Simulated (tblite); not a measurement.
Record of a relaxation.

Species: C6H8BrN3.
Bonds: C1–C2 (double), C2–C3, C3–N4, N4–N5 (aromatic), N5–N6 (aromatic), N6–C7 (aromatic), C7–C8, C7–C9 (aromatic), C9–Br10, N4–C9 (aromatic). Hydrogens: H11, H12 on C1; H13 on C2; H14, H15 on C3; H16, H17, H18 on C8.

Computed with GFN2-xTB (tblite), gas phase: L-BFGS steps from a force-field or distance-geometry start until the largest atomic force falls under 0.01 eV/Å. 7 of its 84 geometries are shown.

Step 0: E = -808.8964 eV, largest atomic force 2.175 eV/Å
```
atom  x, y, z in Å  |  force x, y, z in eV/Å
C1     -3.051   -1.295    0.225    0.208   0.968  -0.027
C2     -2.422   -0.157   -0.107   -0.600  -0.956   0.743
C3     -1.344   -0.057   -1.150   -0.269   0.253  -0.420
N4     -0.101    0.448   -0.622    0.063   0.129   0.095
N5      0.191    1.754   -0.670    1.688  -1.064   0.865
N6      1.383    1.925   -0.132   -1.390  -1.468  -0.369
C7      1.855    0.704    0.278    0.284   1.457  -0.032
C8      3.177    0.579    0.939   -0.015  -0.261   0.189
C9      0.919   -0.260   -0.024   -0.472   0.738  -0.291
Br10    1.015   -2.119    0.316   -0.284   0.480  -0.225
H11    -2.848   -2.240   -0.265   -0.002   0.213   0.111
H12    -3.824   -1.298    1.003    0.472  -0.039  -0.510
H13    -2.679    0.761    0.435    0.267  -0.312  -0.374
H14    -1.148   -1.015   -1.641   -0.089  -0.090   0.185
H15    -1.681    0.654   -1.932    0.212  -0.122   0.305
H16     3.824   -0.083    0.368    0.028  -0.107  -0.032
H17     3.064    0.163    1.946   -0.017   0.000  -0.147
H18     3.660    1.543    1.021   -0.085   0.181  -0.066
```

Step 14: E = -809.0763 eV, largest atomic force 0.063 eV/Å
```
atom  x, y, z in Å  |  force x, y, z in eV/Å
C1     -3.033   -1.283    0.225   -0.005  -0.017   0.001
C2     -2.398   -0.170   -0.082    0.001   0.029  -0.017
C3     -1.343   -0.073   -1.145    0.038   0.012  -0.039
N4     -0.103    0.434   -0.618    0.002   0.006  -0.011
N5      0.202    1.720   -0.671   -0.010   0.000   0.006
N6      1.353    1.905   -0.135    0.015   0.009  -0.002
C7      1.855    0.734    0.293    0.005   0.012   0.009
C8      3.177    0.586    0.945    0.007  -0.026   0.008
C9      0.910   -0.234   -0.013    0.003   0.036   0.002
Br10    0.896   -2.084    0.256   -0.018   0.003   0.003
H11    -2.819   -2.216   -0.269    0.011  -0.017  -0.020
H12    -3.803   -1.308    0.976    0.011   0.003   0.033
H13    -2.615    0.763    0.419   -0.001   0.015   0.041
H14    -1.167   -1.047   -1.609    0.008  -0.032   0.001
H15    -1.653    0.647   -1.908   -0.043  -0.004  -0.023
H16     3.809   -0.083    0.362    0.026  -0.026  -0.004
H17     3.062    0.162    1.941    0.010  -0.011   0.029
H18     3.661    1.555    1.021   -0.060   0.008  -0.018
```

Step 28: E = -809.0796 eV, largest atomic force 0.036 eV/Å
```
atom  x, y, z in Å  |  force x, y, z in eV/Å
C1     -3.015   -1.284    0.229   -0.007   0.021  -0.007
C2     -2.386   -0.167   -0.079   -0.007   0.006  -0.029
C3     -1.345   -0.068   -1.158    0.021  -0.004   0.010
N4     -0.105    0.444   -0.634    0.007   0.000   0.003
N5      0.208    1.729   -0.679    0.003  -0.003  -0.023
N6      1.357    1.903   -0.136   -0.015   0.000  -0.001
C7      1.848    0.728    0.297   -0.004   0.000  -0.015
C8      3.169    0.579    0.952   -0.011  -0.001  -0.005
C9      0.898   -0.231   -0.019   -0.001  -0.005   0.002
Br10    0.860   -2.080    0.257    0.000   0.010   0.001
H11    -2.817   -2.211   -0.285    0.013   0.021   0.020
H12    -3.765   -1.316    1.000    0.011  -0.007   0.006
H13    -2.589    0.762    0.436    0.005  -0.030   0.020
H14    -1.163   -1.050   -1.605   -0.008   0.016  -0.030
H15    -1.668    0.639   -1.929    0.004  -0.017   0.027
H16     3.807   -0.086    0.371   -0.008  -0.006   0.007
H17     3.057    0.159    1.951   -0.002   0.004  -0.004
H18     3.638    1.556    1.020   -0.003  -0.007   0.016
```

Step 42: E = -809.0834 eV, largest atomic force 0.035 eV/Å
```
atom  x, y, z in Å  |  force x, y, z in eV/Å
C1     -2.963   -1.293    0.254   -0.025   0.005  -0.024
C2     -2.346   -0.173   -0.070   -0.002  -0.008   0.025
C3     -1.352   -0.052   -1.190   -0.025  -0.012   0.007
N4     -0.101    0.447   -0.685    0.003   0.005  -0.010
N5      0.225    1.727   -0.751    0.022   0.011   0.002
N6      1.363    1.903   -0.184    0.026  -0.005  -0.010
C7      1.830    0.732    0.284    0.004  -0.006   0.007
C8      3.131    0.570    0.976    0.008   0.002  -0.001
C9      0.878   -0.224   -0.031    0.005  -0.005  -0.009
Br10    0.817   -2.066    0.283   -0.010   0.001  -0.005
H11    -2.802   -2.210   -0.288    0.007  -0.008   0.003
H12    -3.669   -1.333    1.065    0.013  -0.013   0.004
H13    -2.507    0.739    0.487   -0.016   0.018  -0.008
H14    -1.191   -1.020   -1.673    0.008  -0.010  -0.002
H15    -1.696    0.676   -1.930   -0.011   0.008   0.015
H16     3.777   -0.100    0.410    0.004   0.000   0.002
H17     2.988    0.144    1.969   -0.011   0.013  -0.006
H18     3.609    1.540    1.062   -0.001   0.004   0.011
```

Step 55: E = -809.0850 eV, largest atomic force 0.021 eV/Å
```
atom  x, y, z in Å  |  force x, y, z in eV/Å
C1     -2.944   -1.302    0.263   -0.012  -0.002  -0.010
C2     -2.336   -0.177   -0.058   -0.002  -0.001  -0.003
C3     -1.360   -0.041   -1.192    0.005   0.011   0.004
N4     -0.098    0.454   -0.706    0.002   0.001  -0.003
N5      0.248    1.728   -0.792   -0.001  -0.002  -0.004
N6      1.387    1.895   -0.224   -0.007  -0.001   0.008
C7      1.835    0.726    0.267    0.010  -0.006  -0.017
C8      3.120    0.566    0.987    0.005  -0.001   0.002
C9      0.872   -0.222   -0.041   -0.010   0.003   0.015
Br10    0.785   -2.059    0.287   -0.002  -0.005   0.011
H11    -2.784   -2.214   -0.288    0.014  -0.003   0.001
H12    -3.638   -1.356    1.083    0.004  -0.002   0.002
H13    -2.501    0.733    0.505    0.003  -0.006  -0.002
H14    -1.205   -1.002   -1.692   -0.011   0.012   0.011
H15    -1.720    0.699   -1.913    0.009   0.001  -0.004
H16     3.783   -0.104    0.440   -0.001  -0.004  -0.011
H17     2.952    0.144    1.976   -0.006  -0.003   0.007
H18     3.595    1.537    1.085   -0.002   0.009  -0.005
```

Step 69: E = -809.0857 eV, largest atomic force 0.019 eV/Å
```
atom  x, y, z in Å  |  force x, y, z in eV/Å
C1     -2.929   -1.309    0.260   -0.008  -0.004  -0.001
C2     -2.338   -0.174   -0.055   -0.005  -0.011  -0.004
C3     -1.365   -0.029   -1.191   -0.009   0.003   0.000
N4     -0.099    0.456   -0.707    0.002   0.001   0.004
N5      0.260    1.724   -0.811    0.006   0.002   0.000
N6      1.399    1.888   -0.245    0.004   0.006  -0.004
C7      1.835    0.721    0.261   -0.005   0.011   0.015
C8      3.118    0.562    0.986    0.000  -0.001  -0.003
C9      0.863   -0.221   -0.032    0.005   0.001   0.006
Br10    0.760   -2.052    0.325   -0.009   0.003   0.001
H11    -2.752   -2.215   -0.296    0.001  -0.002   0.005
H12    -3.621   -1.380    1.081    0.001   0.002   0.004
H13    -2.513    0.732    0.511    0.004  -0.012  -0.009
H14    -1.218   -0.986   -1.699   -0.002   0.006  -0.001
H15    -1.722    0.720   -1.903   -0.009   0.000  -0.011
H16     3.782   -0.108    0.442    0.005   0.004   0.005
H17     2.944    0.141    1.976    0.006   0.002  -0.008
H18     3.588    1.536    1.084    0.012  -0.012   0.002
```

Step 83: E = -809.0864 eV, largest atomic force 0.010 eV/Å
```
atom  x, y, z in Å  |  force x, y, z in eV/Å
C1     -2.920   -1.322    0.256   -0.001  -0.002  -0.001
C2     -2.343   -0.179   -0.059   -0.003   0.003  -0.001
C3     -1.368   -0.017   -1.191    0.002  -0.001  -0.001
N4     -0.103    0.465   -0.701   -0.003   0.002   0.000
N5      0.271    1.727   -0.825   -0.001   0.003  -0.004
N6      1.413    1.887   -0.261   -0.001   0.002   0.001
C7      1.835    0.723    0.264   -0.001  -0.001   0.003
C8      3.120    0.557    0.983    0.002   0.001   0.000
C9      0.851   -0.212   -0.014   -0.001   0.001  -0.002
Br10    0.723   -2.036    0.372    0.001  -0.001   0.002
H11    -2.730   -2.227   -0.296    0.004  -0.004  -0.004
H12    -3.611   -1.400    1.077   -0.006   0.002   0.004
H13    -2.533    0.723    0.506    0.003   0.003   0.004
H14    -1.219   -0.969   -1.710    0.007  -0.003   0.001
H15    -1.725    0.737   -1.898   -0.002   0.001   0.004
H16     3.779   -0.113    0.432    0.003  -0.002   0.000
H17     2.954    0.134    1.973   -0.008  -0.005  -0.002
H18     3.598    1.527    1.081    0.003   0.002  -0.004
```

Q: Summarise the path.

A: The energy falls by 4.38 kcal/mol from step 0 to step 83; nine tenths of that is first reached at step 8. It falls at every step. The largest force goes from 2.175 to 0.010 eV/Å. Among the bonds N5–N6 changes most, from 1.319 to 1.283 Å; the atoms move by 0.140 Å rms after alignment.

Q: Follow the three bonds and two angles with the largest change from start to end.

A: 
```tsv
step	E above end (kcal/mol)	largest force (eV/Å)	N5–N6 (Å)	N6–C7 (Å)	C1=C2 (Å)	N4–C9–Br10 (°)	C7–C9–Br10 (°)
0	4.38	2.175	1.319	1.371	1.342	128.3	127.9
4	0.76	0.224	1.284	1.343	1.319	126.2	128.1
7	0.45	0.251	1.280	1.345	1.318	124.6	129.8
11	0.30	0.090	1.283	1.345	1.318	123.6	130.9
14	0.23	0.063	1.282	1.344	1.318	123.1	131.6
18	0.20	0.044	1.283	1.345	1.319	122.7	131.9
22	0.17	0.027	1.282	1.345	1.318	122.9	131.8
25	0.17	0.033	1.283	1.345	1.319	123.0	131.7
29	0.15	0.046	1.283	1.345	1.318	122.9	131.7
32	0.13	0.042	1.283	1.345	1.318	122.8	131.8
36	0.11	0.044	1.283	1.345	1.319	122.9	131.7
40	0.08	0.056	1.283	1.345	1.318	123.0	131.7
43	0.06	0.049	1.283	1.345	1.319	123.1	131.6
47	0.05	0.030	1.283	1.345	1.318	123.1	131.5
51	0.04	0.021	1.283	1.345	1.318	122.9	131.7
54	0.03	0.021	1.283	1.345	1.318	122.9	131.8
58	0.03	0.015	1.283	1.345	1.318	122.9	131.8
61	0.02	0.013	1.283	1.345	1.319	122.9	131.8
65	0.02	0.024	1.283	1.344	1.318	122.9	131.8
69	0.01	0.019	1.283	1.345	1.318	123.0	131.6
72	0.01	0.020	1.283	1.345	1.319	123.0	131.7
76	0.01	0.017	1.283	1.345	1.318	123.0	131.6
79	0.00	0.018	1.283	1.345	1.319	123.0	131.6
83	0.00	0.010	1.283	1.345	1.318	122.9	131.7
```

What follows is the cost of the whole relaxation. Hardware: one thread of an Arm Neoverse V1 (shared host). Cost: 0.73 s.
